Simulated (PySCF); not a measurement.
A structure optimised at PBE0-D3(BJ)/def2-SVP, used in a PySCF frequency run:

```xyz
10

Cl     3.1078     0.1604    -0.2888
C      1.3816     0.2066    -0.2157
C      0.6299     1.0508     0.5197
Ge    -0.9681     0.2681    -0.2296
Cl    -2.2066    -0.8698     1.1331
C      0.5372    -0.7490    -1.0214
H      0.9669     1.8293     1.2040
H     -1.9192     1.0908    -1.1067
H      0.6185    -1.7954    -0.6909
H      0.6974    -0.6939    -2.1087
```
Charge 0, spin multiplicity 1.

### Question
Write its SMILES and formula.

### Answer
ClC1=[CH][Ge@H]([Cl])[CH2]1, C₃H₄Cl₂Ge

### Question
What are its rotational constants (standard atomic weights)?

### Answer
4.6989, 0.72662, 0.70987 GHz
